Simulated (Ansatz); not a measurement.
Relaxation of C3H7NSi (12 atoms, charge 0, multiplicity 1), to a largest force component of 0.015 eV/Å in at most 40 steps.

Method: Ansatz, RKS r2SCAN/def2-SVP.

```xyz
12
Properties=species:S:1:pos:R:3
N -0.785 1.404 0.220
C -0.229 0.146 -0.086
Si 0.919 -0.634 1.173
C -0.910 -0.750 -0.896
C 0.024 -0.170 -1.480
H -1.560 1.701 -0.470
H -0.114 2.197 0.144
H 2.028 0.286 1.602
H 1.506 -1.954 0.714
H 0.171 -0.956 2.459
H -1.808 -1.441 -0.931
H 0.638 -0.002 -2.310
```

**Question.** Where does it end, and by what steps?

**Answer.** The forces met the threshold. After 8 steps the energy has fallen by 0.761 eV; H7 moved furthest, 0.28 Å.

```tsv
step	energy less start (eV)	largest force component (eV/Å)	accepted
0	0.0000	6.622	yes
1	-0.6519	1.916	yes
2	-0.7452	0.288	yes
3	-0.7543	0.159	yes
4	-0.7576	0.137	yes
5	-0.7580	0.114	yes
6	-0.7601	0.030	yes
7	-0.7605	0.016	yes
8	-0.7607	0.015	yes
```

```xyz
12
Properties=species:S:1:pos:R:3
N -0.743 1.390 0.264
C -0.176 0.113 -0.123
Si 0.922 -0.587 1.251
C -1.019 -0.805 -0.961
C -0.009 -0.268 -1.589
H -1.381 1.735 -0.456
H -0.012 2.093 0.378
H 1.907 0.446 1.711
H 1.678 -1.769 0.736
H 0.105 -1.004 2.432
H -1.929 -1.407 -0.985
H 0.536 -0.110 -2.520
```

Run time: 39 s on 2 threads of Arm Neoverse V1, on a shared host, peak memory 0.17 GiB.
